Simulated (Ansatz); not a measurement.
A short molecular-dynamics run on Li₅H₈⁺.

```yaml
crystal:
  periodic: [false, false, false]
  atoms:
    - {symbol: Li, position_ang: [1.515717, 1.801608, -0.446205]}
    - {symbol: Li, position_ang: [0.654326, -0.693055, 1.205647]}
    - {symbol: Li, position_ang: [0.813083, -0.536770, -1.221339]}
    - {symbol: Li, position_ang: [-1.514847, -1.804746, 0.417637]}
    - {symbol: Li, position_ang: [-1.389907, 1.164534, -0.031585]}
    - {symbol: H, position_ang: [1.798023, 0.223505, 0.194781]}
    - {symbol: H, position_ang: [-3.192500, -3.000760, 0.767951]}
    - {symbol: H, position_ang: [-1.264730, -0.162767, 1.124392]}
    - {symbol: H, position_ang: [2.398943, 3.679732, -0.707217]}
    - {symbol: H, position_ang: [0.095080, -1.811381, -0.206309]}
    - {symbol: H, position_ang: [-2.779943, -3.464862, 0.349936]}
    - {symbol: H, position_ang: [-0.045551, 1.260053, -1.170151]}
    - {symbol: H, position_ang: [2.912308, 3.344899, -0.277537]}
basis:
  gaussian: {orbitals: def2-SVP}
total_charge: 1
hamiltonian: {xc: {name: BLYP}}
md: {timestep: 2 fs, n_steps: 15, ensemble: nve, temperature: 1500, initial_velocities: maxwell_boltzmann, seed: 777}
scf: {omitted_lower_state_checks: [starts]}
```

```sh
$ ansatz run in.yaml --threads 4 --pin off --events-out ev --progress --plain --max-ram 3916MiB
```

```csv
step,time (fs),potential energy (eV),kinetic (eV),T (K),conserved (eV)
0,0.0,-1147.3674,2.1328,1500,-1145.2346
1,2.0,-1146.5841,1.6599,1167,-1144.9242
2,4.0,-1146.4893,1.5222,1071,-1144.9671
3,6.0,-1146.0866,1.1096,780,-1144.9771
4,8.0,-1146.1011,0.8857,623,-1145.2154
5,10.0,-1145.8150,0.6631,466,-1145.1519
6,12.0,-1146.1587,0.8282,582,-1145.3305
7,14.0,-1146.2098,0.9595,675,-1145.2502
8,16.0,-1146.0433,1.0515,740,-1144.9918
9,18.0,-1146.3014,1.2680,892,-1145.0333
10,20.0,-1146.4880,1.3600,957,-1145.1280
11,22.0,-1146.5455,1.2525,881,-1145.2930
12,24.0,-1146.0668,0.9063,637,-1145.1605
13,26.0,-1146.1634,0.9171,645,-1145.2463
14,28.0,-1146.1939,1.0076,709,-1145.1863
15,30.0,-1146.1985,1.0659,750,-1145.1325
```

Velocities are drawn at the set temperature; a run this short doesn't reach equilibrium. The conserved energy moves by 0.41 eV, a sign that the time step is too long.

Frames (Å, forces in eV/Å):

```xyz
13
time=0.0 fs
Li    1.516    1.802   -0.446   -0.013   -0.005    0.004
Li    0.654   -0.693    1.206   -0.038    0.030   -0.085
Li    0.813   -0.537   -1.221   -0.039    0.032    0.083
Li   -1.515   -1.805    0.418    0.003    0.017   -0.003
Li   -1.390    1.165   -0.032    0.082   -0.071    0.001
H     1.798    0.224    0.195    0.051   -0.008    0.003
H    -3.192   -3.001    0.768   -0.397    0.474    0.413
H    -1.265   -0.163    1.124   -0.053    0.007    0.033
H     2.399    3.680   -0.707   -0.522    0.318   -0.427
H     0.095   -1.811   -0.206    0.018   -0.050    0.000
H    -2.780   -3.465    0.350    0.426   -0.444   -0.417
H    -0.046    1.260   -1.170   -0.016    0.052   -0.033
H     2.912    3.345   -0.278    0.497   -0.352    0.428
13
time=2.0 fs
Li    1.514    1.796   -0.427    0.194    0.186   -0.151
Li    0.671   -0.682    1.236   -0.007    0.013   -0.338
Li    0.810   -0.524   -1.211   -0.027   -0.058   -0.178
Li   -1.541   -1.832    0.408    0.002    0.108   -0.010
Li   -1.387    1.174   -0.035    0.277   -0.068   -0.240
H     1.840    0.222    0.042    0.015   -0.288    0.550
H    -3.138   -2.961    0.868    0.907   -1.803   -1.701
H    -1.302   -0.140    1.148    0.089   -0.057   -0.036
H     2.325    3.833   -0.753    2.375   -2.293    1.864
H     0.011   -1.852   -0.297    0.162    0.132    0.152
H    -2.809   -3.546    0.296   -0.931    1.827    1.728
H     0.121    1.255   -1.270   -0.689    0.067    0.195
H     2.954    3.262   -0.272   -2.366    2.234   -1.835
13
time=4.0 fs
Li    1.513    1.791   -0.409    0.380    0.292   -0.210
Li    0.687   -0.671    1.263   -0.006   -0.014   -0.453
Li    0.807   -0.512   -1.201   -0.080   -0.207   -0.448
Li   -1.568   -1.859    0.398    0.017    0.190   -0.029
Li   -1.382    1.183   -0.040    0.289   -0.086   -0.324
H     1.882    0.209   -0.089    0.064   -0.386    0.988
H    -3.049   -2.990    0.904    0.222   -1.372   -1.280
H    -1.336   -0.120    1.170    0.219   -0.091   -0.098
H     2.342    3.898   -0.728    1.955   -2.417    1.423
H    -0.067   -1.887   -0.383    0.260    0.263    0.223
H    -2.874   -3.557    0.309   -0.299    1.371    1.341
H     0.262    1.253   -1.363   -1.104    0.102    0.249
H     2.904    3.264   -0.336   -1.918    2.355   -1.381
13
time=6.0 fs
Li    1.514    1.788   -0.393    0.514    0.262   -0.245
Li    0.704   -0.660    1.289   -0.018   -0.047   -0.487
Li    0.803   -0.501   -1.194   -0.165   -0.350   -0.666
Li   -1.594   -1.885    0.387    0.035    0.259   -0.052
Li   -1.376    1.191   -0.047    0.236   -0.113   -0.347
H     1.926    0.181   -0.183    0.093   -0.308    1.265
H    -2.951   -3.072    0.890   -0.234    2.377    3.045
H    -1.362   -0.103    1.188    0.322   -0.102   -0.148
H     2.434    3.871   -0.649   -3.219    4.447   -1.738
H    -0.135   -1.912   -0.459    0.310    0.346    0.259
H    -2.950   -3.515    0.373    0.134   -2.407   -2.960
H     0.360    1.254   -1.446   -1.258    0.144    0.302
H     2.782    3.356   -0.453    3.250   -4.510    1.773
13
time=8.0 fs
Li    1.519    1.786   -0.377    0.473    0.107   -0.326
Li    0.720   -0.649    1.312   -0.036   -0.071   -0.491
Li    0.798   -0.492   -1.191   -0.216   -0.426   -0.780
Li   -1.620   -1.910    0.377    0.161    0.382   -0.143
Li   -1.368    1.199   -0.056    0.185   -0.146   -0.348
H     1.975    0.142   -0.228    0.023   -0.150    1.349
H    -2.862   -3.062    0.993   -0.746   -1.532   -1.531
H    -1.375   -0.090    1.201    0.393   -0.101   -0.177
H     2.402    4.014   -0.636    0.763   -1.853    0.320
H    -0.191   -1.924   -0.526    0.316    0.388    0.276
H    -3.021   -3.566    0.324    0.547    1.409    1.697
H     0.411    1.261   -1.517   -1.206    0.156    0.440
H     2.783    3.276   -0.503   -0.657    1.836   -0.287
13
time=10.0 fs
Li    1.525    1.784   -0.364    0.422   -0.048   -0.409
Li    0.737   -0.638    1.332   -0.051   -0.080   -0.485
Li    0.792   -0.485   -1.192   -0.186   -0.425   -0.778
Li   -1.645   -1.932    0.366    0.235    0.458   -0.197
Li   -1.359    1.206   -0.066    0.152   -0.177   -0.344
H     2.024    0.097   -0.222   -0.172    0.000    1.264
H    -2.801   -3.112    1.037   -1.146   -1.615   -1.841
H    -1.373   -0.081    1.207    0.427   -0.091   -0.187
H     2.400    4.086   -0.610    1.063   -2.824    0.176
H    -0.235   -1.921   -0.583    0.288    0.383    0.287
H    -3.071   -3.563    0.339    0.930    1.444    2.039
H     0.415    1.274   -1.572   -1.035    0.140    0.630
H     2.760    3.266   -0.563   -0.926    2.836   -0.156
13
time=12.0 fs
Li    1.534    1.783   -0.352    0.422   -0.129   -0.459
Li    0.753   -0.628    1.349   -0.067   -0.076   -0.473
Li    0.785   -0.481   -1.197   -0.105   -0.382   -0.684
Li   -1.669   -1.952    0.353    0.230    0.451   -0.173
Li   -1.350    1.212   -0.079    0.139   -0.203   -0.338
H     2.066    0.052   -0.167   -0.431    0.127    1.052
H    -2.785   -3.223    1.011    0.737    0.684    2.080
H    -1.355   -0.076    1.205    0.425   -0.077   -0.179
H     2.439    4.049   -0.578   -0.558    1.007    0.122
H    -0.268   -1.903   -0.628    0.239    0.334    0.292
H    -3.086   -3.504    0.433   -0.870   -0.815   -1.937
H     0.379    1.293   -1.602   -0.804    0.100    0.811
H     2.701    3.365   -0.629    0.642   -1.021   -0.115
13
time=14.0 fs
Li    1.546    1.781   -0.344    0.371   -0.183   -0.443
Li    0.768   -0.618    1.364   -0.096   -0.062   -0.452
Li    0.778   -0.479   -1.207   -0.038   -0.326   -0.534
Li   -1.692   -1.969    0.340    0.286    0.480   -0.181
Li   -1.339    1.217   -0.093    0.151   -0.228   -0.327
H     2.092    0.012   -0.072   -0.644    0.242    0.757
H    -2.740   -3.308    1.065    0.196   -0.042    0.753
H    -1.321   -0.073    1.197    0.393   -0.060   -0.149
H     2.456    4.052   -0.541   -1.319    3.455    0.959
H    -0.292   -1.873   -0.662    0.181    0.255    0.276
H    -3.134   -3.477    0.453   -0.298   -0.085   -0.630
H     0.313    1.315   -1.602   -0.557    0.038    0.934
H     2.667    3.425   -0.700    1.375   -3.484   -0.963
13
time=16.0 fs
Li    1.560    1.778   -0.337    0.229   -0.253   -0.338
Li    0.783   -0.609    1.376   -0.159   -0.048   -0.402
Li    0.770   -0.479   -1.219   -0.021   -0.263   -0.360
Li   -1.713   -1.984    0.326    0.360    0.510   -0.180
Li   -1.328    1.220   -0.109    0.178   -0.251   -0.300
H     2.093   -0.019    0.052   -0.734    0.343    0.410
H    -2.688   -3.394    1.147   -1.555   -0.322   -1.849
H    -1.271   -0.073    1.183    0.327   -0.043   -0.099
H     2.422    4.187   -0.468    0.892   -3.228   -1.211
H    -0.309   -1.832   -0.685    0.118    0.146    0.239
H    -3.193   -3.452    0.448    1.469    0.201    1.951
H     0.225    1.338   -1.565   -0.310   -0.034    0.962
H     2.685    3.351   -0.808   -0.795    3.242    1.177
13
time=18.0 fs
Li    1.574    1.773   -0.333    0.134   -0.251   -0.218
Li    0.797   -0.600    1.386   -0.296   -0.055   -0.282
Li    0.762   -0.480   -1.233   -0.054   -0.199   -0.188
Li   -1.732   -1.996    0.310    0.420    0.504   -0.138
Li   -1.316    1.223   -0.127    0.177   -0.274   -0.219
H     2.066   -0.037    0.192   -0.646    0.454    0.016
H    -2.696   -3.493    1.158   -0.923    0.049   -1.041
H    -1.209   -0.074    1.166    0.228   -0.030   -0.038
H     2.423    4.198   -0.441    0.852   -3.073   -1.538
H    -0.322   -1.787   -0.700    0.054    0.011    0.187
H    -3.196   -3.421    0.518    0.870   -0.119    1.091
H     0.125    1.361   -1.492   -0.031   -0.081    0.866
H     2.673    3.401   -0.870   -0.783    3.063    1.503
13
time=20.0 fs
Li    1.590    1.767   -0.330    0.053   -0.212   -0.091
Li    0.810   -0.591    1.394   -0.561   -0.117   -0.052
Li    0.754   -0.482   -1.248   -0.118   -0.132   -0.032
Li   -1.748   -2.005    0.294    0.482    0.493   -0.089
Li   -1.303    1.223   -0.146    0.075   -0.307   -0.017
H     2.015   -0.037    0.332   -0.337    0.596   -0.445
H    -2.738   -3.590    1.130    2.212   -1.000    2.578
H    -1.138   -0.076    1.147    0.100   -0.021    0.028
H     2.457    4.091   -0.473   -1.044    2.790    2.306
H    -0.332   -1.740   -0.707   -0.004   -0.131    0.118
H    -3.166   -3.393    0.630   -2.242    0.986   -2.577
H     0.024    1.380   -1.386    0.335   -0.086    0.591
H     2.631    3.569   -0.875    1.049   -2.860   -2.317
13
time=22.0 fs
Li    1.606    1.760   -0.327   -0.072   -0.189    0.067
Li    0.819   -0.583    1.402   -0.948   -0.254    0.265
Li    0.746   -0.485   -1.263   -0.188   -0.058    0.103
Li   -1.762   -2.011    0.278    0.576    0.521   -0.058
Li   -1.289    1.222   -0.166   -0.232   -0.378    0.390
H     1.950   -0.015    0.455    0.169    0.767   -0.941
H    -2.696   -3.725    1.200   -1.412    1.159   -1.570
H    -1.064   -0.080    1.129   -0.052   -0.013    0.095
H     2.450    4.091   -0.416   -0.258    0.435    0.697
H    -0.343   -1.699   -0.710   -0.041   -0.254    0.035
H    -3.222   -3.328    0.643    1.344   -1.176    1.557
H    -0.064    1.396   -1.257    0.866   -0.041    0.061
H     2.629    3.627   -0.969    0.247   -0.519   -0.702
13
time=24.0 fs
Li    1.621    1.751   -0.324   -0.180   -0.147    0.199
Li    0.823   -0.577    1.412   -1.249   -0.408    0.524
Li    0.736   -0.488   -1.278   -0.231    0.019    0.206
Li   -1.773   -2.015    0.261    0.623    0.518   -0.025
Li   -1.277    1.219   -0.183   -0.798   -0.498    0.971
H     1.892    0.037    0.542    0.641    0.894   -1.298
H    -2.708   -3.816    1.211   -1.490    1.619   -1.536
H    -0.991   -0.083    1.114   -0.229   -0.015    0.149
H     2.434    4.108   -0.333    0.645   -1.559   -2.472
H    -0.355   -1.667   -0.711   -0.064   -0.348   -0.048
H    -3.226   -3.308    0.716    1.417   -1.616    1.517
H    -0.118    1.410   -1.126    1.578    0.072   -0.660
H     2.636    3.665   -1.090   -0.662    1.468    2.475
13
time=26.0 fs
Li    1.636    1.742   -0.320   -0.233   -0.059    0.261
Li    0.820   -0.572    1.424   -1.143   -0.394    0.503
Li    0.725   -0.491   -1.292   -0.228    0.095    0.267
Li   -1.780   -2.015    0.244    0.606    0.478    0.015
Li   -1.269    1.213   -0.194   -1.231   -0.594    1.324
H     1.859    0.123    0.580    0.743    0.757   -1.264
H    -2.777   -3.845    1.162    1.442   -1.556    1.000
H    -0.928   -0.088    1.106   -0.419   -0.025    0.177
H     2.442    4.066   -0.344    0.423   -0.822   -1.878
H    -0.370   -1.649   -0.714   -0.069   -0.390   -0.124
H    -3.176   -3.350    0.847   -1.480    1.601   -1.026
H    -0.113    1.427   -1.020    2.035    0.182   -1.149
H     2.619    3.759   -1.115   -0.447    0.728    1.895
13
time=28.0 fs
Li    1.649    1.733   -0.314   -0.183    0.148    0.221
Li    0.811   -0.570    1.440   -0.676   -0.141    0.229
Li    0.712   -0.494   -1.304   -0.180    0.169    0.291
Li   -1.784   -2.013    0.227    0.582    0.433    0.048
Li   -1.268    1.204   -0.199   -0.909   -0.525    1.090
H     1.854    0.238    0.569    0.507    0.215   -0.818
H    -2.791   -3.934    1.152    0.457   -0.424    0.117
H    -0.880   -0.093    1.104   -0.589   -0.029    0.171
H     2.466    3.991   -0.428   -0.910    0.831    5.000
H    -0.387   -1.646   -0.722   -0.042   -0.368   -0.189
H    -3.182   -3.331    0.939   -0.492    0.485   -0.137
H    -0.029    1.451   -0.957    1.549    0.125   -1.053
H     2.584    3.882   -1.069    0.885   -0.918   -4.970
13
time=30.0 fs
Li    1.661    1.724   -0.307    0.043    0.598    0.056
Li    0.798   -0.569    1.456   -0.204    0.167   -0.054
Li    0.699   -0.496   -1.314   -0.100    0.238    0.288
Li   -1.785   -2.008    0.210    0.531    0.375    0.083
Li   -1.272    1.192   -0.197   -0.139   -0.333    0.646
H     1.868    0.361    0.527    0.271   -0.625   -0.154
H    -2.788   -4.039    1.146   -1.061    2.170   -0.414
H    -0.855   -0.099    1.108   -0.704   -0.029    0.132
H     2.456    3.949   -0.320    0.451    0.090   -2.953
H    -0.406   -1.657   -0.738    0.006   -0.299   -0.236
H    -3.208   -3.293    1.025    1.030   -2.098    0.401
H     0.114    1.480   -0.936    0.338   -0.098   -0.796
H     2.583    3.969   -1.212   -0.462   -0.157    3.002
```

Run time 18 s (4 threads of Arm Neoverse V1 on a shared host).
